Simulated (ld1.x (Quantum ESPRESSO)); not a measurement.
**Logarithmic derivatives: W, PAW**

ld1.x (Quantum ESPRESSO) 7.5 input, shortened:

```
&input
   title='W', zed=74., rel=2, dft='REVPBE', iswitch=3,
   config='[Xe] 4f14 5d4 5f-2 6s2 6p0', rel_dist='average'
 /
 &inputp
   pseudotype=3, lpaw=.true., tm=.true., lloc=-1, rcloc=1.40,
   nlcc=.true., new_core_ps=.true., rcore=0.85,
   which_augfun='BESSEL', rmatch_augfun=1.40
 /
7
5S  1  0   2.00   0.00  1.35  1.65  0.0
6S  2  0   2.00   0.00  1.35  1.65  0.0
5P  2  1   6.00   0.00  1.65  1.85  0.0
6P  3  1   0.00   0.00  1.65  1.85  0.0
5D  3  2   4.00   0.00  2.25  2.75  0.0
5D  3  2   0.00   2.70  2.25  2.75  0.0
5F  4  3  -2.00   0.40  2.65  2.80  0.0
 &test
   configts(1)='5s2 5p6 5d4 6s2 6p0'
 /
```

Open shells are filled in proportion to 2j + 1 (rel_dist='average').

The phase is arctan(r·u′/u) with u = r·R(r), unwrapped; energies in Ry, scanned from -8 to 5 Ry. A pole is an energy at which the radial function vanishes at the test radius. The pseudo phase is shifted by a multiple of π to meet the all-electron one at the reference energy, and phase errors are pseudo minus all-electron; the curves can meet again beyond the range given. Levels narrower than the energy grid can be missing from the lists of poles.

```
channel  radius (bohr)  reference energy (Ry)  poles, all-electron  poles, pseudo  unbroken range about the reference energy with phases within 0.05 rad  phase error 1 Ry above the reference energy (rad)
   p1/2           3.05                  -0.12          -3.67, 1.97    -3.67, 1.96                                                              below 4.5                                             -0.000
   p3/2           3.05                  -0.09          -2.94, 2.39    -2.94, 2.39                                                        the whole range                                             +0.000
   d3/2           3.05                  -0.36          -0.06, 4.46    -0.06, 4.38                                                        the whole range                                             -0.004
   d5/2           3.05                  -0.31           0.03, 4.59     0.03, 4.48                                                        the whole range                                             -0.003
   f5/2           3.05                   0.40                 2.89           2.87                                                            -2.5 to 4.5                                             -0.006
   f7/2           3.05                   0.40                 2.91           2.88                                                            -2.3 to 4.3                                             -0.009
```

The ghost test of this file was not conclusive.

Phases in the p3/2 channel:

```csv
E (Ry),all-electron,pseudo
-8.00,1.450,1.450
-7.76,1.448,1.448
-7.52,1.446,1.446
-7.28,1.444,1.444
-7.04,1.442,1.442
-6.80,1.439,1.439
-6.56,1.436,1.436
-6.32,1.433,1.433
-6.08,1.430,1.430
-5.84,1.427,1.427
-5.60,1.424,1.424
-5.36,1.420,1.420
-5.12,1.415,1.415
-4.88,1.411,1.411
-4.64,1.406,1.406
-4.40,1.400,1.400
-4.16,1.393,1.393
-3.92,1.385,1.385
-3.68,1.374,1.374
-3.44,1.358,1.358
-3.20,1.320,1.320
-2.96,-1.475,-1.475
-2.72,-1.741,-1.741
-2.48,-1.772,-1.772
-2.24,-1.792,-1.792
-2.00,-1.812,-1.812
-1.76,-1.833,-1.833
-1.52,-1.858,-1.858
-1.28,-1.889,-1.889
-1.04,-1.930,-1.930
-0.80,-1.986,-1.986
-0.56,-2.068,-2.068
-0.32,-2.201,-2.201
-0.08,-2.441,-2.441
0.16,-2.904,-2.903
0.40,-3.571,-3.571
0.64,-4.057,-4.057
0.88,-4.310,-4.309
1.12,-4.449,-4.449
1.36,-4.536,-4.536
1.60,-4.596,-4.596
1.84,-4.640,-4.640
2.08,-4.675,-4.675
2.32,-4.705,-4.704
2.56,-4.730,-4.730
2.80,-4.754,-4.753
3.04,-4.777,-4.776
3.28,-4.800,-4.799
3.52,-4.824,-4.823
3.76,-4.851,-4.849
4.00,-4.882,-4.880
4.24,-4.921,-4.918
4.48,-4.972,-4.967
4.72,-5.045,-5.037
4.96,-5.162,-5.146
```
